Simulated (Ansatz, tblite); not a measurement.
Forces on GeMe4 (C₄H₁₂Ge) at its PBE-D4/def2-SVP geometry. Total charge 0; singlet.

The xTB rows come from tblite.

GFN1-xTB (tblite), largest force 0.54 eV/Å:

```xyz
17
positions Å, forces eV/Å
Ge    0.000    0.000    0.000    0.000    0.000    0.000
C    -0.464    1.582    1.084   -0.072    0.246    0.169
H     0.451    2.064    1.485   -0.494   -0.153   -0.141
H    -1.107    1.295    1.940    0.301    0.239   -0.373
H    -1.010    2.329    0.474    0.252   -0.288    0.375
C    -1.651   -0.833   -0.688   -0.257   -0.129   -0.107
H    -1.414   -1.723   -1.304   -0.218    0.405    0.274
H    -2.218   -0.117   -1.317    0.192   -0.414    0.281
H    -2.306   -1.154    0.147    0.237    0.115   -0.467
C     0.976   -1.301    1.118    0.152   -0.202    0.174
H     1.243   -2.201    0.528   -0.079    0.383    0.366
H     0.355   -1.622    1.978    0.374    0.087   -0.374
H     1.911   -0.854    1.512   -0.420   -0.304   -0.136
C     1.139    0.551   -1.514    0.177    0.086   -0.235
H     2.072    1.025   -1.150   -0.409   -0.209   -0.275
H     0.608    1.281   -2.158    0.338   -0.340    0.240
H     1.414   -0.324   -2.136   -0.074    0.479    0.228
```

GFN2-xTB (tblite), largest force 0.72 eV/Å:

```
Ge 0.000 0.000 0.000
C -0.170 0.581 0.398
H -0.608 -0.249 -0.216
H 0.397 0.247 -0.509
H 0.334 -0.419 0.436
C -0.606 -0.306 -0.252
H -0.218 0.541 0.370
H 0.301 -0.494 0.378
H 0.357 0.174 -0.565
C 0.358 -0.477 0.410
H -0.134 0.529 0.424
H 0.438 0.156 -0.511
H -0.564 -0.339 -0.210
C 0.418 0.202 -0.555
H -0.557 -0.284 -0.295
H 0.387 -0.449 0.356
H -0.133 0.586 0.341
```

CAM-B3LYP-D4/def2-TZVP (Ansatz), largest force 0.60 eV/Å:

```
Ge 0.000 0.000 0.000
C -0.076 0.258 0.177
H -0.500 -0.256 -0.214
H 0.349 0.162 -0.461
H 0.296 -0.400 0.337
C -0.270 -0.136 -0.112
H -0.136 0.481 0.333
H 0.302 -0.393 0.340
H 0.349 0.172 -0.458
C 0.159 -0.212 0.182
H -0.141 0.485 0.325
H 0.342 0.169 -0.464
H -0.505 -0.248 -0.210
C 0.186 0.090 -0.247
H -0.503 -0.256 -0.205
H 0.293 -0.395 0.345
H -0.146 0.479 0.332
```
